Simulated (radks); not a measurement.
Re I, configuration [Xe] 4f14 5d5 6s2 (the NIST ground configuration).

Calculated with a radial shooting solver on a logarithmic mesh with Libxc functionals: non-relativistic Kohn-Sham, PBE, spin-polarised, spherical densities, point nucleus; open shells are filled with parallel spins first (spin-orbit coupling, left out, can overturn this in heavy ions); relativity is left out, which matters for an element this heavy.

Energy parts (hartree):
| part | energy |
|---|---|
| total | -15788.2181 |
| kinetic | 15784.1774 |
| electron-nucleus | -37597.7471 |
| Hartree | 6339.0194 |
| exchange-correlation | -313.6678 |

Orbitals (lengths in bohr, moments of r in powers of bohr; r(max) is where P^2 peaks):
orbital  occ.  eigenvalue (hartree)   r(max)
1s down     1             -2409.432  0.01340
1s up       1             -2409.432  0.01340
2s up       1             -397.3054  0.07297
2s down     1             -397.2953  0.07297
2p up       3             -381.0679  0.05664
2p down     3             -381.0603  0.05664
3s up       1             -91.18877   0.2002
3s down     1             -91.18549   0.2002
3p up       3             -83.63783   0.1886
3p down     3             -83.63435   0.1886
3d up       5             -69.56173   0.1487
3d down     5             -69.55529   0.1487
4s up       1             -18.48242   0.4498
4s down     1             -18.47499   0.4498
4p up       3             -15.30645   0.4503
4p down     3             -15.29855   0.4503
4d up       5              -9.50948   0.4458
4d down     5              -9.49974   0.4459
5s up       1              -2.59085    1.030
5s down     1              -2.49582    1.023
4f up       7              -1.90532   0.4106
4f down     7              -1.88851   0.4105
5p up       3              -1.66016    1.106
5p down     3              -1.55324    1.097
5d up       5              -0.29265    1.402
6s up       1              -0.19721    2.796
5d down     0              -0.18031    1.393
6s down     1              -0.15100    3.003

The highest occupied level is 6s down at -4.109 eV. The configuration is held as typed, so some empty levels lie below it. Virial ratio -V/T = 2.00026. Spin moment in Bohr magnetons: 5.
